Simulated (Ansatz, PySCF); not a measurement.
Species: CH₂S, net charge 0, singlet state. SMILES: C=S
Coordinates optimised at B3LYP-D3(BJ)/def2-TZVP (Ansatz, an electronic-structure program):
```
C
H 1 1.0888
H 1 1.0888 2 115.51
S 1 1.6055 2 122.25 3 -180.00
```
Charge 0, spin multiplicity 1.

Quantity: vertical electron affinity (to the doublet state of charge -1; a negative value means that the extra electron is unbound and the number depends on the basis; each state is the SCF solution reached for its spin; for the singlet the Hartree-Fock reference is unstable and T1 is 0.017), in eV. Correlated levels leave the core frozen unless marked. UHF or UKS for open shells. Spin-orbit coupling is left out. Non-relativistic. Anions need diffuse functions: aug- sets have them; def2-D sets add few. CBS marks a two-point X^-3 extrapolation of the correlation energy; Hartree-Fock from the larger set.

```csv
level,program,vertical electron affinity (eV)
PBE/def2-TZVPD,Ansatz,0.33
M06-2X/def2-TZVPD,PySCF,?
wB97X/def2-TZVPD,Ansatz,0.38
SCS-MP2/aug-cc-pV(D+d)Z,Ansatz,-0.05
CCSD/def2-SVPD,Ansatz,?
"CCSD(T)/CBS(def2-TZVPPD,def2-QZVPPD)",Ansatz,?
```

### Question
Some entries are withheld; supply them.

### Answer

- M06-2X/def2-TZVPD, vertical electron affinity (eV): 0.30
- CCSD/def2-SVPD, vertical electron affinity (eV): -0.01
- CCSD(T)/CBS(def2-TZVPPD,def2-QZVPPD), vertical electron affinity (eV): 0.24
